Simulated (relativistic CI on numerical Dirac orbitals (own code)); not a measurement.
## Slater and spin-orbit integrals, Re LXVII

These numbers are calculated, not measured: Dirac-Coulomb-Breit CI, KLI orbitals optimised for each configuration, model QED (radiative potential, 1s self-energy scaled to tabulated hydrogen-like ionisation energies), unscaled Slater integrals (own radial code, finite nucleus).

Slater integrals F^k, G^k are unscaled and averaged over j, outside the closed core 1s2; ζ comes from projecting the Hamiltonian with its Breit term on Σ l·s of the shell.

- 2s2 2p5: ζ(2p) = 7.9444e+06 cm⁻¹; <r>(2p) = 0.06608, <r^2>(2p) = 0.005338 (bohr units).
- 2s2 2p4 3s: F^2(2p,2p) = 1.4243e+06, ζ(2p) = 8.0351e+06, G^1(2p,3s) = 154300 cm⁻¹; <r>(2p) = 0.06575, <r^2>(2p) = 0.005283, <r>(3s) = 0.1759, <r^2>(3s) = 0.03542 (bohr units).
- 2p6 3p: ζ(3p) = 2.243e+06 cm⁻¹; <r>(3p) = 0.1717, <r^2>(3p) = 0.03422 (bohr units).

Averages of the first 10 configurations, taken without configuration mixing, which lowers the lowest level and can move excited configurations by several eV; other configurations of the list can lie among them:

```tsv
Configuration	Parity	States	Average energy above the lowest level (eV)
2s2 2p5	odd	6	493.7
2s 2p6	even	2	1970.3
2p6 3s	even	2	12642.3
2s2 2p4 3s	even	30	9697.8
2p6 3p	odd	6	13049.9
2p6 3d	even	10	13398.0
2s2 2p4 3p	odd	90	10117.3
2s2 2p4 3d	even	150	10465.6
2s 2p5 3s	odd	24	11138.4
2s 2p5 3p	even	72	11552.0
```
